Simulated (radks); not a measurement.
Q: The tungsten ion W51+, [Ar] 3d5. Method: non-relativistic Kohn-Sham, PBE, spin-polarised, spherical densities, point nucleus; computed with a radial shooting solver on a logarithmic mesh with Libxc functionals. Every spin shell is full or empty, so the densities are truly spherical. Functionals are evaluated on that one density, not self-consistently. Rank these exchange functionals by their error against the exact value of the orbitals, and give that value: LDA, PBE, PBEsol, revPBE, RPBE, PW91, WC, EV93, APBE, SCAN, MS2, MVS.

A: Exact: -191.987 hartree. From best to worst, with 100 (|E| - |E exact|)/|E exact| (equal figures are ties): EV93 +0.04, SCAN +0.11, MVS -0.12, PW91 -0.19, APBE +0.22, RPBE -0.27, revPBE -0.34, MS2 -0.59, PBE -0.60, WC -1.18, PBEsol -2.69, LDA -5.81.
